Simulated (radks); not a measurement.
The osmium ion Os56+, configuration [Ar] 3d2 (the NIST ground configuration).

Calculated with a radial shooting solver on a logarithmic mesh with Libxc functionals: non-relativistic Kohn-Sham, LDA (Slater exchange, Perdew-Wang correlation), spin-unpolarised, spherical densities, point nucleus; relativity is left out, which matters for an element this heavy.

Energy parts (Ry):
total: -26419.3115
kinetic: 26415.2516
electron-nucleus: -55781.9093
Hartree: 3286.1987
exchange-correlation: -338.8526

Orbitals (lengths in bohr, moments of r in powers of bohr; r(max) is where P^2 peaks; r(90%) holds 90 % of the orbital's charge):
orbital,occ.,eigenvalue (Ry),<1/r>,r(max),<r>,r(90%)
1s,2,-5237.083,75.41,0.01323,0.01994,0.0354
2s,2,-1097.398,17.86,0.07173,0.08342,0.128
2p,6,-1067.282,17.87,0.05564,0.07050,0.114
3s,2,-430.9882,7.375,0.1896,0.1997,0.289
3p,6,-418.7740,7.334,0.1774,0.1888,0.279
3d,2,-398.7202,7.237,0.1375,0.1628,0.248

The highest occupied level is 3d at -5424.9 eV. Summed over all electrons, <r^2> = 0.4514 bohr^2, which gives a Langevin (diamagnetic) susceptibility term of -0.357 x 10^-6 cm^3/mol. For comparison, the ionisation energy in NIST's Atomic Spectra Database is 5575 eV (theoretical). In exact Kohn-Sham theory the highest level is minus the ionisation energy, but local and semilocal functionals leave it too shallow, through self-interaction and a potential that decays too fast; potentials with the right tail come closer. Virial ratio -V/T = 2.00015. The electron density at the nucleus is 3.138e+05 e/bohr^3. The density falls to 0.001 e/bohr^3 at r = 0.59 bohr.

Beside tabulated values, note that spin-unpolarised runs miss the spin-polarisation part of the exchange energy of open shells.
